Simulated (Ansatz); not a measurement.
```yaml
crystal:
  periodic: [false, false, false]
  atoms:
    - {symbol: F, position_ang: [-0.177712, -2.259004, -0.575021]}
    - {symbol: Zr, position_ang: [0.221277, -0.605949, 0.246299]}
    - {symbol: F, position_ang: [1.254172, -0.731726, 1.822255]}
    - {symbol: S, position_ang: [-1.941348, 0.430092, 0.677766]}
    - {symbol: S, position_ang: [1.498431, 0.842611, -1.239308]}
    - {symbol: H, position_ang: [-1.336152, 1.512361, 1.207421]}
    - {symbol: H, position_ang: [0.542531, 0.743616, -2.185113]}
basis:
  gaussian: {orbitals: def2-SVPD, final_grid: {core_spheres: 1, valence_spheres: 1, degree: 5}}
hamiltonian: {xc: {name: wB97M-V}}
output: {forces: true}
```

```sh
$ ansatz run in.yaml --threads 4 --pin off --events-out ev --progress --plain --max-ram 10444MiB
```

It prints (some lines left out):

```
Functional definition: wB97M-V
1345 factors; their error is unknown
474 factors; integrals over basis functions are off by at most 1.2e-5 eV
mean field evaluation 1: about -28403.4503 eV, gradient 5.4e1 eV
mean field evaluation 2: about -28396.1538 eV, gradient 9.1e1 eV
mean field evaluation 4: about -28409.4633 eV, gradient 1.6e0 eV
mean field evaluation 8: about -28392.4532 eV, gradient 1.1e1 eV
mean field evaluation 16: about -28392.6471 eV, gradient 5.3e-4 eV
mean field -28392.64705029 eV, -1043.4105338709 hartree, gradient 7.5e-5 eV, S^2 0.000000; 0 other end points of the search recorded, 0 dependent functions left out
reference -28392.64708061 eV, -1043.4105349850 hartree; 32, 32 occupied and 118, 118 virtual orbitals, 1345 factors
Total energy: -28392.64708061 eV, -1043.4105349850 hartree
Atom 0 at    -0.177712    -2.259004    -0.575021 Å, force    -0.675666    -3.284403    -0.056143 eV/Å
Atom 1 at     0.221277    -0.605949     0.246299 Å, force    -1.170051     3.281683    -1.391562 eV/Å
Atom 2 at     1.254172    -0.731726     1.822255 Å, force     2.323054    -1.338141     2.017131 eV/Å
Atom 3 at    -1.941348     0.430092     0.677766 Å, force    -1.387611     0.057081    -1.182569 eV/Å
Atom 4 at     1.498431     0.842611    -1.239308 Å, force     0.814971     1.556416     0.500616 eV/Å
Atom 5 at    -1.336152     1.512361     1.207421 Å, force     0.669944     0.262824     0.474394 eV/Å
Atom 6 at     0.542531     0.743616    -2.185113 Å, force    -0.574640    -0.535461    -0.361868 eV/Å
Dipole moment:    -0.025960     0.072673    -0.030639 e Å
```

Question: Something in this input is off. What?

Answer: The integration grid is far too coarse. The calculation finished and met its thresholds. The result belongs to that input, not to the molecule as meant.
